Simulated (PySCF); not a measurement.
C$_{2}$H$_{6}$BrInO (SMILES C[CH2][In]([OH])[Br]), singlet, at a GFN2-xTB geometry (such geometries of metal compounds can be far from the true shape) (core potentials on In); DF-CAMB3LYP/def2-TZVPD in PySCF.

Here is a job for PySCF.
```python
from pyscf import gto, scf, dft

mol = gto.M(
    atom='''
In   -0.29021216    0.02483567   -0.26929961
Br    1.38384285    0.35380876    1.53974961
C    -0.70694450   -1.80525948   -1.54941695
C    -1.79435161   -1.52334632   -2.55921087
H    -0.98172578   -2.59282280   -0.85123883
H     0.24212229   -2.05538275   -2.01808619
H    -1.50622532   -0.71565201   -3.23465052
H    -2.72906193   -1.24900861   -2.06653197
H    -1.97970142   -2.41562287   -3.16020100
O    -1.28399899    1.70285345   -0.45158578
H    -1.97974269    1.77704161   -1.10039389
''',
    basis='def2-tzvpd',
    ecp={'In': 'def2-tzvpd'},
    verbose=4,
    max_memory=1800,
)

mf = dft.RKS(mol)
mf.xc = 'camb3lyp'
mf = mf.density_fit(auxbasis='def2-universal-jkfit')
mf.kernel()
```

Q: What does PySCF print? Leave out banner, timings and long lists.

A: 
```
PySCF version 2.14.0

[INPUT] verbose = 4
[INPUT] num. atoms = 11
[INPUT] num. electrons = 82
[INPUT] charge = 0
[INPUT] spin (= nelec alpha-beta = 2S) = 0
[INPUT] symmetry False subgroup None
[INPUT] Mole.unit = angstrom
[INPUT] Symbol           X                Y                Z      unit          X                Y                Z       unit  Magmom
[INPUT]  1 In    -0.290212160000   0.024835670000  -0.269299610000 AA   -0.548421500418   0.046932614420  -0.508902508352 Bohr   0.0
[INPUT]  2 Br     1.383842850000   0.353808760000   1.539749610000 AA    2.615083985938   0.668601656872   2.909705063306 Bohr   0.0
[INPUT]  3 C     -0.706944500000  -1.805259480000  -1.549416950000 AA   -1.335931490268  -3.411446000975  -2.927973688259 Bohr   0.0
[INPUT]  4 C     -1.794351610000  -1.523346320000  -2.559210870000 AA   -3.390833114072  -2.878707337664  -4.836207639310 Bohr   0.0
[INPUT]  5 H     -0.981725780000  -2.592822800000  -0.851238830000 AA   -1.855192853625  -4.899724981528  -1.608608255295 Bohr   0.0
[INPUT]  6 H      0.242122290000  -2.055382750000  -2.018086190000 AA    0.457544816753  -3.884110478655  -3.813630194867 Bohr   0.0
[INPUT]  7 H     -1.506225320000  -0.715652010000  -3.234650520000 AA   -2.846353336685  -1.352386299394  -6.112603591482 Bohr   0.0
[INPUT]  8 H     -2.729061930000  -1.249008610000  -2.066531970000 AA   -5.157179624677  -2.360284200124  -3.905179450958 Bohr   0.0
[INPUT]  9 H     -1.979701420000  -2.415622870000  -3.160201000000 AA   -3.741093492213  -4.564865644536  -5.971914388577 Bohr   0.0
[INPUT] 10 O     -1.283998990000   1.702853450000  -0.451585780000 AA   -2.426406435318   3.217926650771  -0.853373445948 Bohr   0.0
[INPUT] 11 H     -1.979742690000   1.777041610000  -1.100393890000 AA   -3.741171481210   3.358121954856  -2.079443081245 Bohr   0.0

nuclear repulsion = 445.302102524134
number of shells = 107
number of NR pGTOs = 434
number of NR cGTOs = 281
basis = def2-tzvpd
ecp = {'In': 'def2-tzvpd'}

******** <class 'pyscf.df.df_jk.DFRKS'> ********
method = DFRKS
initial guess = minao
damping factor = 0
level_shift factor = 0
DIIS = <class 'pyscf.scf.diis.CDIIS'>
diis_start_cycle = 1
diis_space = 8
diis_damp = 0
SCF conv_tol = 1e-09
SCF conv_tol_grad = None
SCF max_cycles = 50
direct_scf = False
XC library pyscf.dft.libxc version 7.1.2
    S. Lehtola, C. Steigemann, M. J. T. Oliveira, and M. A. L. Marques,  SoftwareX 7, 1–5 (2018)
XC functionals = camb3lyp
    T. Yanai, D. P. Tew, and N. C. Handy,  Chem. Phys. Lett. 393, 51 (2004)
radial grids:
    Treutler-Ahlrichs [JCP 102, 346 (1995); DOI:10.1063/1.469408] (M4) radial grids

becke partition: Becke, JCP 88, 2547 (1988); DOI:10.1063/1.454033
pruning grids: <function nwchem_prune>
grids dens level: 3
symmetrized grids: False
atomic radii adjust function: <function treutler_atomic_radii_adjust>
small_rho_cutoff = 0
Set gradient conv threshold to 3.16228e-05
Initial guess from minao.
tot grids = 143464
******** <class 'pyscf.df.df.DF'> ********
auxbasis = def2-universal-jkfit
Create RSH-DF object <pyscf.df.df.DF object> for omega=0.33
******** <class 'pyscf.df.df.DF'> ********
auxbasis = auxmol.basis = def2-universal-jkfit
init E= -2885.69610136364
  HOMO = -0.588893997859004  LUMO = -0.444691470623777  gap/eV = 3.92395
cycle= 1 E= -2918.53678200284  delta_E= -32.8  |g|= 2.18  |ddm|= 47.1
  HOMO = -0.0321850273968723  LUMO = -0.00532193064330677  gap/eV = 0.73098
cycle= 2 E= -2917.73673853156  delta_E=  0.8  |g|= 3.19  |ddm|= 10.8
  HOMO = -0.292296073373379  LUMO = -0.030826829984403  gap/eV = 7.11494
cycle= 3 E= -2919.45801416207  delta_E= -1.72  |g|= 0.497  |ddm|=    6
  HOMO = -0.311142566471805  LUMO = -0.0385333861239686  gap/eV = 7.41807
cycle= 4 E= -2919.48254789719  delta_E= -0.0245  |g|= 0.358  |ddm|= 0.697
  HOMO = -0.327039949810164  LUMO = -0.032211103743049  gap/eV = 8.02270
cycle= 5 E= -2919.50489781469  delta_E= -0.0223  |g|= 0.0243  |ddm|= 0.333
  HOMO = -0.325102030552536  LUMO = -0.0306910501553601  gap/eV = 8.01133
cycle= 6 E= -2919.50505525361  delta_E= -0.000157  |g|= 0.00986  |ddm|= 0.0488
  HOMO = -0.326619446827626  LUMO = -0.031435973908423  gap/eV = 8.03235
cycle= 7 E= -2919.50508476927  delta_E= -2.95e-05  |g|= 0.00366  |ddm|= 0.0261
  HOMO = -0.326510588603321  LUMO = -0.0313187025181778  gap/eV = 8.03258
cycle= 8 E= -2919.50508871737  delta_E= -3.95e-06  |g|= 0.00114  |ddm|= 0.00679
  HOMO = -0.326508966944893  LUMO = -0.0313145302167317  gap/eV = 8.03265
cycle= 9 E= -2919.50508908956  delta_E= -3.72e-07  |g|= 0.000415  |ddm|= 0.00257
  HOMO = -0.326483630677461  LUMO = -0.0312961734620622  gap/eV = 8.03246
cycle= 10 E= -2919.50508913614  delta_E= -4.66e-08  |g|= 7.31e-05  |ddm|= 0.00086
  HOMO = -0.326483761957076  LUMO = -0.0312980875908052  gap/eV = 8.03241
cycle= 11 E= -2919.50508913867  delta_E= -2.53e-09  |g|= 2.63e-05  |ddm|= 0.000195
  HOMO = -0.326483615967999  LUMO = -0.0312984823304759  gap/eV = 8.03240
cycle= 12 E= -2919.50508913902  delta_E= -3.48e-10  |g|= 7.6e-06  |ddm|= 7.7e-05
  HOMO = -0.326482569606312  LUMO = -0.0312980887671905  gap/eV = 8.03238
Extra cycle  E= -2919.50508913904  delta_E= -2.55e-11  |g|= 6.7e-06  |ddm|= 2.05e-05
converged SCF energy = -2919.50508913904
```
